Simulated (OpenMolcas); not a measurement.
Zr⁺.

```yaml
Program: OpenMolcas 26.06
Basis: ANO-RCC-VTZP [7s6p4d2f1g]
Scalar_Hamiltonian: DKH2, point nucleus
Active_space: 3 electrons in 6 orbitals (4d 5s)
State_averaging: 2S+1 = 4 even, 20 roots; 2S+1 = 2 even, 70 roots kept (CI in the orbitals of an earlier block)
Spin-orbit_coupling: RASSI with atomic mean-field integrals over the reference wave functions, term energies averaged over their components
```

Two sets of levels on these reference wave functions, in cm-1 above 4d2 5s 4F 3/2: one from CASSCF and one from MS-CASPT2, IPEA 0.25 Eh, imaginary shift 0.1 Eh (closed shells correlated: 4s 4p).

```csv
Level,Set 1,Set 2
4d2 5s 4F 3/2,0.0,0.0
4d2 5s 4F 5/2,303,306
4d2 5s 4F 7/2,726,738
4d2 5s 4F 9/2,1256,1271
4d3 4F 3/2,3390,2800
4d3 4F 5/2,3720,3190
4d3 4F 7/2,4150,3660
4d3 4F 9/2,4650,4150
4d2 5s 2D 3/2(1) [75 %],6260,3630
4d2 5s 2D 5/2(1),6550,3930
4d3 2P 1/2,8020,5550
4d3 2P 3/2,8440,5930
4d2 5s 2F 5/2,9150,5380
4d2 5s 4P 1/2,9320,8060
4d2 5s 4P 3/2,9530,8260
4d2 5s 2F 7/2,9810,6080
```

**Question.** Which set is which?

**Answer.** Set 2 is MS-CASPT2. Its levels of the other terms of 4d2 5s lie at 0.58 to 0.87 of the other set's values, as expected, since terms of lower spin or lower L gain more correlation energy than the Hund ground term. Against 9 measured levels (NIST Handbook of Basic Atomic Spectroscopic Data) the mean absolute deviation is 240 cm-1 with it and 1100 cm-1 without; single levels miss by up to 390 cm-1 with it.

CASPT2 breaks the degeneracy within a term, and the mean is taken; among the terms shown or strongly mixed into the levels shown the widest spread is 1200 cm-1 (4d2 5s 2F, MS-CASPT2). Over all roots computed the reference weight is 0.87 to 0.93 in MS-CASPT2; the roots of lowest weight are the least certain, and an intruder state may touch them. Terms from blocks run as CI alone lack orbitals of their own. Configurations are named by rounded mean occupations; where the s occupation lies near a half they are strongly mixed, a name can repeat and a true partner stay unpaired. A single d shell beside an s shell can misplace configurations of different d count against each other. Without dynamic correlation excited terms often stand tens of per cent too high (terms of higher spin than the ground term too low), and those without a measured partner can miss by more than the paired ones (holds for CASSCF). The CASPT2 spread within a term exceeds the gap to the next term for 4d3 4F and 4d2 5s 2D(1), 4d2 5s 2F and 4d3 2P, so the order of their levels is uncertain, and so are names and mixing where such terms share a J (holds for MS-CASPT2). Measured partners are found by configuration, term and J. A level has none where our copy of the source lacks it or the pairing is in doubt (some pairs that miss far off the trend of their configuration count as doubtful), and it then counts in no deviation. Only configurations of the active space appear. Levels that lie high or do not pair safely by name in every column are left out.

A share in square brackets marks a mixed level and gives the weight of the term that names it, the lowest over the columns. A number in round brackets counts repeated terms of one configuration in the order of the reference energies.
